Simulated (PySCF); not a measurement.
**Electron correlation in C⁺ (carbon, charge +1)**

[He] 2s2 2p1, 2P determinant. All numbers are calculated (PySCF 2.14, scalar relativity by spin-free X2C-1e, in x2c-QZVPPall). Frozen: 1s2; 3 electrons correlated.

```tsv
level	correlation energy (mhartree)
CCSD	-76.80
(T)	-1.26
CCSD(T)	-78.06
CCSDT	-78.36
```

Diagnostics: T1 = 0.0099, D1 = 0.0183, largest double amplitude 0.130.

Cost of the coupled-cluster step: about 10 core-seconds, for 3 correlated electrons.
